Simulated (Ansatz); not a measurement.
Reaction (substitution at a C–C bond): `CC(C)(C)C#N` + `[NH]=[Ta]([NH2])([NH2])[OH]` → `CC(C)(C)[N]=[Ta]([NH2])([NH2])[OH]` + `C#N`

Calculated with Ansatz (gas phase, PBE0-D4/def2-TZVP geometries, no zero-point term in ΔE). CCSD(T)/CBS adds triple-zeta CCSD(T) − MP2 to the extrapolated MP2 energy (def2 sets, frozen cores). This one scheme is used for every species. Functionals use def2-TZVPP. HSE06 is defined as in plane-wave codes. def2 core potentials past Kr. For Ta outer-core shells are correlated without core-valence functions, which leaves a few kJ/mol of doubt a bond. Each species was taken in one conformer, which may not be the lowest.

```json
{"level": "HSE06-D4", "ΔE (eV)": "0.37"}
{"level": "HF/CBS(def2)", "ΔE (eV)": "0.51"}
```

Question: What does CCSD(T)/CBS give? (Estimate.)

Answer: Ansatz gave: +0.27 eV. The listed levels differ from it by 0.10, 0.24 eV.

Largest T1 diagnostic among the species: 0.018.

The D4 term adds −0.12 eV with B3LYP and −0.07 eV with PBE0; it sums over pairs of atoms, weighted by their polarisabilities, and B3LYP, whose exchange is more repulsive, gets the larger term. At CCSD(T), def2-SVP lies −0.12 eV from the extrapolated value and def2-TZVPP −0.02 eV. Leaving LDA and LC-ωPBE aside and taking each functional with its dispersion term where it has one, the values, not all of them listed here, spread over 0.12 eV, from BLYP-D4 to r2SCAN0-D4. LDA lies −0.04 eV from PBE without D4.

B3LYP here is the variant with VWN-RPA as its local correlation; programs differ in this.
